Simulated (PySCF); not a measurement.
# Excitation energy of Bi+ by level of theory

Bi+ [Xe] 4f14 5d10 6s2 6p2 (3P) → Bi+ [Xe] 4f14 5d10 6s2 6p1 6d1 (high-spin determinant), as a difference of total energies. Computed with PySCF 2.14 in aug-cc-pVTZ-DK3, with scalar relativity by spin-free X2C-1e. Correlated levels: valence: [Xe] 4f14 5d10 frozen. The calculations carry no spin-orbit coupling.

```
           method  excitation energy (eV)
              UHF                   9.139
    MP2 (valence)                   9.061
SCS-MP2 (valence)                   9.066
   CCSD (valence)                   8.719
CCSD(T) (valence)                   8.572
```

**Question.** How much does correlation contribute at CCSD(T) (valence)?

**Answer.** 8.572 − (9.139) = -0.567 eV, measured against UHF.

Spin-orbit coupling is strong in these open shells (close to jj coupling). The scalar numbers leave it out and a first-order estimate fails, so it can dominate the gap to the real levels.

The promoted electron is Rydberg-like, and one or two diffuse shells describe it only roughly, which tends to raise the upper state.

The coupled-cluster amplitudes are large for the upper state (T1 above 0.03 or a double amplitude above 0.15), so a single reference is strained.

The determinant of the upper state mixes LS terms, which raises its energy above the lowest term, most at the Hartree-Fock and MP2 levels.
